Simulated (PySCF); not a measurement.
Computed shifts of a molecule CH6O2Si3, PBE/pcSseg-1 in PySCF, GIAO, gas phase, equivalent atoms averaged, in ppm (number of nuclei): ¹³C: 176.5 (1). ²⁹Si: -20.6 (1), -24.7 (1), -107.9 (1). ¹H: 5.73 (1), 5.62 (1), 5.52 (1), 4.22 (3). References: ¹⁷O against H2O (σ = 334.3 ppm); ¹³C against TMS (σ = 182.0 ppm); ²⁹Si against TMS (σ = 335.4 ppm); ¹H against TMS (σ = 31.49 ppm), references at their B3LYP-D3(BJ)/def2-TZVP geometries, non-relativistic. Geometry optimised at B3LYP-D3(BJ)/def2-SVP. The values are those of a single conformer.

### Question
Which molecule gave these data?
(A) O=C1O[SiH2][Si@H]1[SiH3]
(B) O=C1[SiH2]O[SiH2][SiH2]1
(C) O=C1[SiH2][SiH](O)[SiH2]1
(D) O=C1O[Si@@H]([SiH3])[SiH2]1

### Answer
A, O=C1O[SiH2][Si@H]1[SiH3]
